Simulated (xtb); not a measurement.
Cl2MoO2, charge -1, doublet, at a GFN2-xTB geometry (such geometries of metal compounds can be far from the true shape) (the multiplicity is a formal guess), atoms displaced at random by about 0.05 Å a coordinate; GFN2-xTB with ALPB(hexane) run with xtb 6.7.1.

Input for xtb:
```
$ xtb mol.xyz --gfn 2 --chrg -1 --uhf 1 --opt --alpb hexane --json

# file mol.xyz
5

Mo     0.48093066    -0.12920639     0.15130413
O      1.56153490    -0.57827082    -0.99306863
O      0.92109860     0.28050837     1.76249093
Cl    -0.83014384     1.64504990    -0.56189286
Cl    -1.58532581    -1.32924954    -0.05051258
```

The log (banner, timings and long lists left out):

```
   ID    Z sym.   atoms
    1   42 Mo     1
    2    8 O      2, 3
    3   17 Cl     4, 5

           -------------------------------------------------
          |                Calculation Setup                |
           -------------------------------------------------

           -------------------------------------------------
          |                 G F N 2 - x T B                 |
           -------------------------------------------------

      * Solvation model:               ALPB
        Solvent                        hexane
        Parameter file                 internal GFN2-xTB/ALPB
        Dielectric constant                1.8800E+00
        Reference state                gsolv [1 M gas/solution]
        Free energy shift                  4.8134E-03 Eh       3.0204E+00 kcal/mol
        Temperature                        2.9815E+02 K
        Density                            6.6000E-01 kg/L
        Solvent mass                       8.6180E+01 g/mol
        Interaction kernel             P16
        Born radius scaling (c1)           1.1040E+00
        Born radii integrator          GBOBC
        Born offset                        0.0000E+00 a0       0.0000E+00 AA
        H-bond correction              false
        Ion screening                  false
        Surface tension                    1.0000E-05 Eh       1.5569E+01 dyn/cm
        Grid points                               230 per atom

          ...................................................
          :                      SETUP                      :
          :.................................................:
          :  # basis functions                  38          :
          :  # atomic orbitals                  35          :
          :  # shells                           13          :
          :  # electrons                        33          :
          :  max. iterations                   250          :
          :  Hamiltonian                  GFN2-xTB          :
          :  restarted?                      false          :
          :  GBSA solvation                   true          :
          :  PC potential                    false          :
          :  electronic temp.          300.0000000     K    :
          :  accuracy                    1.0000000          :
          :  -> integral cutoff          0.2500000E+02      :
          :  -> integral neglect         0.1000000E-07      :
          :  -> SCF convergence          0.1000000E-05 Eh   :
[...]
         :: total energy             -19.735689086858 Eh    ::
 * total energy  :   -19.7356891 Eh     change       -0.3383960E-10 Eh
 * total energy  :   -19.7388270 Eh     change       -0.3137922E-02 Eh
 * total energy  :   -19.7392686 Eh     change       -0.4415734E-03 Eh
 * total energy  :   -19.7401523 Eh     change       -0.8837442E-03 Eh
 * total energy  :   -19.7401573 Eh     change       -0.4933179E-05 Eh
 * total energy  :   -19.7402275 Eh     change       -0.7020367E-04 Eh
 * total energy  :   -19.7402471 Eh     change       -0.1958732E-04 Eh
 * total energy  :   -19.7402526 Eh     change       -0.5587042E-05 Eh
 * total energy  :   -19.7402542 Eh     change       -0.1574668E-05 Eh
   *** GEOMETRY OPTIMIZATION CONVERGED AFTER 9 ITERATIONS ***
         :: total energy             -19.740254212223 Eh    ::
[...]
       ...                                ...                  ...
        35                          0.6171050              16.7923
      -------------------------------------------------------------
                  HL-Gap            0.0876777 Eh            2.3858 eV
             Fermi-level           -0.2716751 Eh           -7.3927 eV

     #   Z          covCN         q      C6AA      α(0)
     1  42 Mo       3.270     0.920   347.045    44.821
     2   8 O        0.804    -0.612    26.457     6.895
     3   8 O        0.804    -0.612    26.459     6.895
     4  17 Cl       0.859    -0.348   110.322    16.068
     5  17 Cl       0.859    -0.348   110.324    16.069

 Mol. C6AA /au·bohr⁶  :       2403.601979
 Mol. C8AA /au·bohr⁸  :     140655.329645
 Mol. α(0) /au        :         90.748039

Wiberg/Mayer (AO) data.
largest (>0.10) Wiberg bond orders for each atom

 ---------------------------------------------------------------------------
     #   Z sym  total        # sym  WBO       # sym  WBO       # sym  WBO
 ---------------------------------------------------------------------------
     1  42 Mo   5.992 --     2 O    1.996     3 O    1.996     4 Cl   1.000
                             5 Cl   1.000
     2   8 O    2.199 --     1 Mo   1.996
     3   8 O    2.199 --     1 Mo   1.996
     4  17 Cl   1.141 --     1 Mo   1.000
     5  17 Cl   1.141 --     1 Mo   1.000
 ---------------------------------------------------------------------------

Topologies differ in total number of bonds
Writing topology from bond orders to xtbtopo.mol

molecular dipole:
                 x           y           z       tot (Debye)
 q only:       -0.394       0.073      -0.170
   full:       -0.013       0.012      -0.061       0.161
molecular quadrupole (traceless):
                xx          xy          yy          xz          yz          zz
 q only:       -1.943       1.157       3.184      -0.492      -0.984      -1.241
  q+dip:       -3.885       0.790       1.465      -1.902       0.599       2.421
   full:       -3.613       0.777       1.500      -1.742       0.484       2.113

optimized geometry written to: xtbopt.xyz

           -------------------------------------------------
          | TOTAL ENERGY              -19.740254212223 Eh   |
          | GRADIENT NORM               0.000268316273 Eh/α |
          | HOMO-LUMO GAP               2.385830881883 eV   |
           -------------------------------------------------

normal termination of xtb
```
